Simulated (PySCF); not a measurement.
Molfile (atoms numbered from 1):
```
C8H13FSi
     RDKit          3D

 23 23  0  0  0  0  0  0  0  0999 V2000
   -3.1250    1.3814   -0.2193 C   0  0  0  0  0  0  0  0  0  0  0  0
   -2.1698    0.5364    0.1453 C   0  0  0  0  0  0  0  0  0  0  0  0
   -2.4964   -0.7882    0.7701 C   0  0  0  0  0  0  0  0  0  0  0  0
   -0.7327    0.8378   -0.0948 C   0  0  2  0  0  0  0  0  0  0  0  0
    0.2705   -0.1944   -1.3903 Si  0  0  0  0  0  4  0  0  0  0  0  0
    1.3658   -0.1320    0.1431 C   0  0  0  0  0  0  0  0  0  0  0  0
    2.6334   -0.3439    0.4638 C   0  0  0  0  0  0  0  0  0  0  0  0
    3.6484   -0.9075   -0.4679 C   0  0  0  0  0  0  0  0  0  0  0  0
    0.2857    0.4811    1.0047 C   0  0  1  0  0  0  0  0  0  0  0  0
    0.7077    1.5839    1.7236 F   0  0  0  0  0  0  0  0  0  0  0  0
   -4.1688    1.1504   -0.0900 H   0  0  0  0  0  0  0  0  0  0  0  0
   -2.9013    2.3385   -0.6589 H   0  0  0  0  0  0  0  0  0  0  0  0
   -2.3341   -0.7506    1.8475 H   0  0  0  0  0  0  0  0  0  0  0  0
   -1.8654   -1.5757    0.3613 H   0  0  0  0  0  0  0  0  0  0  0  0
   -3.5391   -1.0443    0.5997 H   0  0  0  0  0  0  0  0  0  0  0  0
   -0.6232    1.9020   -0.3153 H   0  0  0  0  0  0  0  0  0  0  0  0
   -0.2846   -1.5056   -1.7247 H   0  0  0  0  0  0  0  0  0  0  0  0
    0.6990    0.5243   -2.5873 H   0  0  0  0  0  0  0  0  0  0  0  0
    2.9893   -0.0968    1.4586 H   0  0  0  0  0  0  0  0  0  0  0  0
    4.0870   -1.8106   -0.0440 H   0  0  0  0  0  0  0  0  0  0  0  0
    3.1950   -1.1444   -1.4280 H   0  0  0  0  0  0  0  0  0  0  0  0
    4.4561   -0.1921   -0.6210 H   0  0  0  0  0  0  0  0  0  0  0  0
   -0.1024   -0.2226    1.7478 H   0  0  0  0  0  0  0  0  0  0  0  0
  1  2  2  0
  2  3  1  0
  2  4  1  0
  4  5  1  0
  5  6  1  0
  6  7  2  0
  7  8  1  0
  6  9  1  0
  9 10  1  0
  9  4  1  0
  1 11  1  0
  1 12  1  0
  3 13  1  0
  3 14  1  0
  3 15  1  0
  4 16  1  6
  5 17  1  0
  5 18  1  0
  7 19  1  0
  8 20  1  0
  8 21  1  0
  8 22  1  0
  9 23  1  1
M  END
```

Computational details: coordinates at the GFN2-xTB level, shielding tensors at PBE0/pcSseg-1 (GIAO), in PySCF (no relativistic terms, in vacuum, one averaged value for each set of equivalent atoms, a single conformation).

Q: Predict the 2D correlation tables (HSQC, COSY, HMBC).

A: 

HSQC (one-bond C–H):
```csv
δH,δC
6.96 (H19),152.7 (C7)
5.58 (H23),95.1 (C9)
5.06 (H12),114.8 (C1)
4.93 (H11),114.8 (C1)
3.24 (H16),47.6 (C4)
1.96 (H13/H14/H15),22.9 (C3)
1.93 (H20/H21/H22),24.4 (C8)
```

COSY cross peaks (H two or three bonds apart, from the bond graph; peaks can be absent where the dihedral angle is near 90°):
```csv
δH,δH
6.96 (H19),1.93 (H20/H21/H22)
5.58 (H23),3.24 (H16)
5.06 (H12),4.93 (H11)
4.84 (H18),4.65 (H17)
4.84 (H18),3.24 (H16)
4.65 (H17),3.24 (H16)
```

HMBC (two and three bonds, from the bond graph):
```csv
δH,δC
6.96 (H19),"144.1 (C6), 95.1 (C9), 24.4 (C8)"
5.58 (H23),"152.7 (C7), 152.5 (C2), 144.1 (C6), 47.6 (C4)"
5.06 (H12),"152.5 (C2), 47.6 (C4), 22.9 (C3)"
4.93 (H11),"152.5 (C2), 47.6 (C4), 22.9 (C3)"
4.84 (H18),"152.7 (C7), 152.5 (C2), 144.1 (C6), 95.1 (C9), 47.6 (C4)"
4.65 (H17),"152.7 (C7), 152.5 (C2), 144.1 (C6), 95.1 (C9), 47.6 (C4)"
3.24 (H16),"152.5 (C2), 144.1 (C6), 114.8 (C1), 95.1 (C9), 22.9 (C3)"
1.96 (H13/H14/H15),"152.5 (C2), 114.8 (C1), 47.6 (C4)"
1.93 (H20/H21/H22),"152.7 (C7), 144.1 (C6)"
```

δ = σ(ref) − σ, references computed at the same level: ¹H (31.72 ppm) and ¹³C (186.93 ppm) vs TMS.

Short H···H contacts in this conformer between protons four or more bonds apart (candidates for NOE cross peaks, intensity ∝ r⁻⁶): H13···H23 2.30 Å, H12···H16 2.34 Å, H11···H15 2.39 Å, H14···H17 2.62 Å.

Shifts are as computed. Against solution values, carbons near 30 ppm lie about +3 ppm off and those near 130 ppm about +5 ppm. Of 1309 compounds with measured shifts, 239 miss one by over three times the rms of a fit or turn the order of signals round; such compounds aren't used in these exercises.
